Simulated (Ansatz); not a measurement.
Born–Oppenheimer molecular dynamics of C3H11AlOSi (17 atoms, charge 0, multiplicity 1). It starts from a relaxed structure.

Level of theory: RKS PBE-D4/STO-3G (Ansatz 0.2.0).

| Quantity | Value |
| --- | --- |
| ensemble | NVT, Langevin thermostat |
| time step | 1 fs |
| steps asked | 166 |
| set temperature | 50 K |
| friction | 0.005 /fs |
| seed | 463871 |

First frame:

```xyz
17
Properties=species:S:1:pos:R:3
C -2.175 -2.197 -0.783
Al -0.863 -1.510 0.442
C 0.872 -1.050 -0.196
O -0.160 0.121 -0.196
Si 0.315 1.497 0.775
C 1.690 2.413 -0.111
H -2.291 -3.291 -0.687
H -3.175 -1.763 -0.613
H -1.915 -1.998 -1.837
H -1.092 -1.425 1.933
H 1.222 -1.168 -1.244
H 1.746 -0.808 0.447
H 0.759 1.054 2.095
H -0.896 2.300 0.892
H 1.364 2.769 -1.101
H 2.572 1.766 -0.255
H 2.009 3.290 0.478
```

(1) What does the run give?

(2) What happens to the structure?

(3) How do temperature and energy run in time?

## Answers

(1) All steps were run.

```json
{
 "steps done": "166",
 "time covered": "166 fs",
 "mean temperature over the second half": "38 K",
 "spread of the potential energy over the second half": "0.6 meV per atom",
 "mean potential energy of the second half above the start": "3.9 meV per atom"
}
```

The mean temperature of the second half is 24 % below the set value. A run of 0.17 ps of so small a system gives no equilibrium averages. Limits of this set-up: minimal basis.

(2) The same pairs are bonded in the first frame and the last. Pairs count as bonded within 1.25 times the sum of covalent radii (0.12 Å more for H–H). The details hang on the random start.

(3) 
```tsv
time (fs)	T (K)	potential energy less start (eV)
0.0	47	0.000
8.0	26	0.046
16.0	31	0.033
24.0	28	0.039
32.0	34	0.042
40.0	37	0.039
48.0	43	0.031
56.0	37	0.060
64.0	47	0.049
72.0	36	0.070
80.0	39	0.064
88.0	38	0.070
96.0	38	0.062
104.0	30	0.075
112.0	33	0.068
120.0	35	0.084
128.0	46	0.049
136.0	36	0.074
144.0	38	0.071
152.0	45	0.056
160.0	40	0.064
```

Time of the run: 8.2 min on 1 thread of Arm Neoverse V1 (shared host), peak memory 0.09 GiB.
